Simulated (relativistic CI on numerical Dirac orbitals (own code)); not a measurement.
## Charge states of antimony

Calculated at this level of theory: Dirac-Coulomb-Breit CI, orbitals from a KLI potential per configuration, QED by a radiative potential, valence Slater integrals scaled by 0.9 (own radial code, finite nucleus).

Each species is treated in one configuration, given outside its closed core. Radial values are for the open shell of highest l, unscaled and averaged over j; ζ includes the Breit term. Labels give the leading LS character, summed over repeated terms.

| Ion | Configuration | Its lowest level | LS weight (%) | g_J | g√(J(J+1)) | F² (cm⁻¹) | F⁴ (cm⁻¹) | ζ (cm⁻¹) |
| --- | --- | --- | --- | --- | --- | --- | --- | --- |
| Sb²⁴⁺ | 3d9 | ? | ? | ? | ? | ? | ? | ? |
| Sb²⁵⁺ | 3d8 | 3F_4 | 95 | 1.233 | 5.51 | 350300 | 225000 | 33040 |
| Sb²⁶⁺ | 3d7 | 4F_9/2 | 79 | 1.278 | 6.36 | 355700 | 228700 | 34050 |
| Sb²⁷⁺ | 3d6 | 5D_4 | 68 | 1.398 | 6.25 | 361100 | 232300 | 35090 |
| Sb²⁸⁺ | 3d5 | 6S_5/2 | 67 | 1.822 | 5.39 | 366500 | 236000 | 36160 |
| Sb²⁹⁺ | 3d4 | J = 0 (mixed) | 48 |  | 0.00 | 371800 | 239600 | 37260 |
| Sb³⁰⁺ | 3d3 | 4F_3/2 | 71 | 0.550 | 1.07 | 377000 | 243200 | 38380 |
| Sb³¹⁺ | 3d2 | 3F_2 | 84 | 0.722 | 1.77 | 382300 | 246800 | 39530 |
| Sb³²⁺ | 3d | 2D_3/2 | 100 | 0.794 | 1.54 |  |  | 40700 |
| Sb³³⁺ | 3s2 3p6 | 1S_0 | 100 |  | 0.00 |  |  |  |
| Sb³⁴⁺ | 3s2 3p5 | 2P°_3/2 | 100 | 1.329 | 2.57 |  |  | 319500 |
| Sb³⁵⁺ | 3s2 3p4 | 3P_2 | 73 | 1.359 | 3.33 | 342100 |  | 325200 |
| Sb³⁶⁺ | 3s2 3p3 | J = 3/2 (mixed) | 43 | 1.416 | 2.74 | 344500 |  | 331000 |
| Sb³⁷⁺ | 3s2 3p2 | 3P_0 | 74 |  | 0.00 | 346900 |  | 336800 |
| Sb³⁸⁺ | 3s2 3p | 2P°_1/2 | 100 | 0.658 | 0.57 |  |  | 342800 |
| Sb³⁹⁺ | 3s2 | 1S_0 | 100 |  | 0.00 |  |  |  |
| Sb⁴⁰⁺ | 3s | 2S_1/2 | 100 | 1.994 | 1.73 |  |  |  |
| Sb⁴¹⁺ | 2s2 2p6 | 1S_0 | 100 |  | 0.00 |  |  |  |
| Sb⁴²⁺ | 2s2 2p5 | 2P°_3/2 | 100 | 1.318 | 2.55 |  |  | 1.395e+06 |
| Sb⁴³⁺ | 2s2 2p4 | 3P_2 | 71 | 1.338 | 3.28 | 925600 |  | 1.424e+06 |
| Sb⁴⁴⁺ | 2s2 2p3 | J = 3/2 (mixed) | 46 | 1.367 | 2.65 | 934400 |  | 1.453e+06 |
| Sb⁴⁵⁺ | 2s2 2p2 | 3P_0 | 71 |  | 0.00 | 943100 |  | 1.483e+06 |
| Sb⁴⁶⁺ | 2s2 2p | 2P°_1/2 | 100 | 0.644 | 0.56 |  |  | 1.513e+06 |
| Sb⁴⁷⁺ | 2s2 | 1S_0 | 100 |  | 0.00 |  |  |  |

(1) Fill in the row of Sb²⁴⁺.

## Answers

(1) Its lowest level 2D_5/2; LS weight (%) 100; g_J 1.196; g√(J(J+1)) 3.54; ζ (cm⁻¹) 32050.
